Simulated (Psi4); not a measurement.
H8N3Si3 (SMILES N1[SiH]N[SiH2]N[SiH2]1), doublet, at a GFN2-xTB geometry, with bond 10-4 at 2.0 times its length.

Psi4 was given this input:
```
memory 2 GB

molecule {
0 2
  N     0.55971367   -1.53872495    0.04242359
  Si    1.74366755   -0.37223987   -0.45101254
  N     1.07172766    1.21659613   -0.28450621
  Si   -0.54113351    1.69476235    0.09724242
  N    -1.52100506    0.28321148   -0.05036014
  Si   -1.12256371   -1.34147403    0.36812104
  H     0.89683550   -2.48503885    0.09435178
  H     2.88662688   -0.48252331    0.47586784
  H     1.71617840    1.96962549   -0.45530209
  H    -1.51578957    3.64533051   -1.86689242
  H    -0.57151753    2.24576177    1.46356901
  H    -2.50427635    0.46120329   -0.15274980
  H    -1.92630298   -2.22084544   -0.48973334
  H    -1.36172079   -1.62048613    1.79500807
}

set basis 3-21g
set reference uks

energy('m06-2x')
print_variables()
```

**Question.** What does this run give for the nuclear repulsion energy, total energy?

**Answer.** 
The nuclear repulsion energy is 455.7605 Eh and the total energy is -1031.7955 Eh.

These values belong to the state on which the SCF converged, which isn't shown to be the lowest.

**Question.** Roughly what does it cost on one core?

**Answer.** around 70 core-seconds (rough).
